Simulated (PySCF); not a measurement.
Ta(S)(F)2(OH) (F₂HOSTa), SMILES [F][Ta]([F])([OH])=[S], multiplicity 1. Geometry optimised at PBE0-D3(BJ)/def2-SVP. The spin state was assumed, not searched. The def2 effective core potentials stand for the cores of Ta; spin–orbit coupling is left out. Other conformers were not sampled.

Calculation: PBE0-D3(BJ)/def2-SVP (PySCF).

Harmonic wavenumbers (cm⁻¹): 160, 168, 186, 191, 197, 405, 496, 557, 698, 703, 761, 3932. Rotational constants (GHz): 2.839, 2.033, 1.981; symmetry number 1.

### Question
Work out the zero-point energy and the ideal-gas rigid-rotor harmonic-oscillator thermochemistry at 298.15 K and 1 atm.

### Answer
ZPE = ½ Σ hcν = ½ × 8454 cm⁻¹ = 50.56 kJ/mol. H − E(el) = 70.97 kJ/mol. Entropy in J/(mol K): translation 178.48, rotation 116.03, vibration 61.30, total 355.81. G − E(el) = -35.12 kJ/mol. Cp = 98.30 J/(mol K).
